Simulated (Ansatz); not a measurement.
Gas-phase electronic energies from Ansatz, PBE0-D4/def2-TZVP geometries. CCSD(T)/CBS adds triple-zeta CCSD(T) − MP2 to the extrapolated MP2 energy (def2 sets, frozen cores). Functionals use def2-TZVPP. One conformer a species, not always the lowest.

Reaction (substitution at a C–O bond): `CO[Si](O)(F)F` + `[NH2][Al]([OH])[SH]` → `C[NH][Al]([OH])[SH]` + `O[Si](O)(F)F`

`CO[Si](O)(F)F`:

Z-matrix (Å, degrees):
```
C
O 1 1.416
H 1 1.094 2 111.2
H 1 1.093 2 110.8 3 -121.6
H 1 1.090 2 107.9 3 119.4
Si 2 1.609 1 126.0 3 51.5
F 6 1.583 2 109.4 1 -49.7
O 6 1.610 2 110.4 1 -173.4
F 6 1.576 2 112.3 1 66.9
H 8 0.957 6 118.5 2 37.0
```

`[NH2][Al]([OH])[SH]`:

Cartesian coordinates in Å:
```
N -0.906 1.149 0.559
Al 0.078 -0.190 -0.025
O 1.296 -0.024 -1.189
S -0.261 -2.190 0.767
H -0.831 2.106 0.259
H -1.631 1.056 1.251
H 1.543 0.795 -1.613
H 0.712 -2.700 -0.008
```

`C[NH][Al]([OH])[SH]`:

```xyz
11

C    -1.216   -1.417   -0.432
N    -0.219   -0.459   -0.858
Al    0.639    0.718    0.125
O     1.764    1.727   -0.637
S     0.190    0.794    2.266
H    -0.904   -2.453   -0.613
H    -1.395   -1.322    0.642
H    -2.180   -1.265   -0.931
H    -0.028   -0.514   -1.847
H     2.288    2.398   -0.207
H     1.061    1.792    2.492
```

`O[Si](O)(F)F`:

Cartesian coordinates in Å:
```
O -0.180 1.497 -0.135
Si 0.127 -0.082 -0.082
O -0.973 -0.752 0.883
F 0.074 -0.751 -1.516
F 1.604 -0.333 0.428
H 0.533 2.100 -0.346
H -1.185 -1.679 0.769
```

| level | ΔE (kJ/mol) |
| --- | --- |
| BLYP-D4 | -8.1 |
| B97M-V | -9.0 |
| RPA@PBE/def2-TZVPP | -9.4 |
| SCS-MP2/def2-TZVPP | -11.7 |

Task: What does CCSD(T)/CBS give? (Estimate.)

Result: Ansatz gave: -11.7 kJ/mol. The listed levels differ from it by 3.6, 2.7, 2.3, 0.0 kJ/mol.

Task: What do rigid-rotor, harmonic-oscillator terms from PBE0-D4/def2-TZVP frequencies (298.15 K, 1 bar) make of the CCSD(T)/CBS value? (Estimate.)

Result: Computed: ΔZPE = +0.3 kJ/mol, ΔH = -11.7 kJ/mol, ΔS = -9 J/(mol·K), ΔG = -9.0 kJ/mol.

Largest T1 diagnostic among the species: 0.011.

Leaving LDA and LC-ωPBE aside and taking each functional with its dispersion term where it has one, the values, not all of them listed here, spread over 6.6 kJ/mol, from PBE-D4 to BHLYP-D4. LDA lies −3.2 kJ/mol from PBE without D4. In def2-TZVPP, CCSD(T) changes the Hartree–Fock value by −9.6 kJ/mol (the triples alone add −1.0 kJ/mol) and MP2 by −13.0 kJ/mol.
